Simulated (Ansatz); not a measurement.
Consider the redistribution: `[SiH3]OB(S)S` + `CO[Si](F)(F)F` → `F[Si](F)(F)O[SiH3]` + `COB(S)S`.

Isolated molecules relaxed with PBE0-D4/def2-TZVP in Ansatz; ΔE leaves out vibrations. CBS: MP2 limit from def2 TZ/QZ plus the TZ coupled-cluster correction, frozen cores. DFT in def2-TZVPP. One conformer a species, not always the lowest.

**Question.** Is it downhill or uphill in electronic energy at CCSD(T)/CBS, and by how much? (Best estimate.)

**Answer.** Ansatz gave: Downhill: ΔE = -23.7 kJ/mol.

**Question.** What do these levels give: PBE0-D4, ωB97X-V, ωB97M-V, B2PLYP, r2SCAN, PBE0, HF/def2-TZVPP, SCS-MP2/def2-TZVPP, CCSD/def2-TZVPP, CCSD(T)/def2-TZVPP, MP2/def2-QZVPP, HF/CBS(def2)? (Estimate.)

**Answer.** Computed: PBE0-D4 -21.5, ωB97X-V -22.2, ωB97M-V -22.3, B2PLYP -22.8, r2SCAN -22.6, PBE0 -22.2, HF/def2-TZVPP -23.7, SCS-MP2/def2-TZVPP -23.9, CCSD/def2-TZVPP -23.8, CCSD(T)/def2-TZVPP -23.5, MP2/def2-QZVPP -24.5, HF/CBS(def2) -24.5 kJ/mol.

Largest T1 diagnostic among the species: 0.013.
